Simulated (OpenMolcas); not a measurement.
Ne+: from CASSCF to CASPT2

```json
{
 "Program": "OpenMolcas",
 "Basis": "ANO-RCC-VQZP [5s4p3d2f1g]",
 "Scalar Hamiltonian": "DKH2, point nucleus",
 "Active space": "7 electrons in 8 orbitals (2s 2p 3s 3p)",
 "State averaging": "2S+1 = 2 odd, 3 roots; 2S+1 = 2 even, 1 root",
 "Spin-orbit coupling": "state interaction with AMFI integrals over the reference wave functions, term energies averaged over their components"
}
```

Methods on the same reference wave functions:
A. CASSCF
B. SS-CASPT2, IPEA 0.25 Eh, imaginary shift 0.1 Eh (closed shells correlated: 1s)

Energies in cm⁻¹ above 2s² 2p⁵ ²P°_3/2, the measured ground level; measured values from NIST Handbook of Basic Atomic Spectroscopic Data.

```json
{"Level": "2s² 2p⁵ ²P°_3/2", "A": "0.0", "B": "0.0", "Measured": "0.0"}
{"Level": "2s² 2p⁵ ²P°_1/2", "A": "773", "B": "773", "Measured": "780"}
{"Level": "2s 2p⁶ ²S_1/2", "A": "235831", "B": "220790", "Measured": "217048"}
```

Deviations, from unrounded energies. A percentage is the sum of absolute deviations over the sum of measured energies, with the sign that they share, or ± where signs differ.

| Against measurement | Levels | A | B |
| --- | --- | --- | --- |
| mean absolute deviation (cm-1) | 2 | 9400 | 1900 |
| fine structure of the ground term (%) | 1 | -0.9 | -0.9 |
| other configurations (%) | 1 | +8.7 | +1.7 |

B lies closest to measurement on these levels. The largest miss of B in the table is 2s 2p⁶ ²S_1/2, by +3700 cm-1. The ranking rests on the paired levels alone, and a cruder setting can come out closer through cancelling errors.

The lowest spin-free term lies below A's lowest term by 0.162 hartree in B.

Active for correlation alone: 3p 3s; no level in the range computed is led by a configuration that fills them, so any true level of that kind is missing. Without dynamic correlation excited terms often stand tens of per cent too high (terms of higher spin than the ground term too low), and those without a measured partner can miss by more than the paired ones (holds for A). Measured partners are found by configuration, term and J. A level has none where our copy of the source lacks it or the pairing is in doubt (some pairs that miss far off the trend of their configuration count as doubtful), and it then counts in no deviation. Levels of configurations outside the active space are missing.

° marks odd parity.
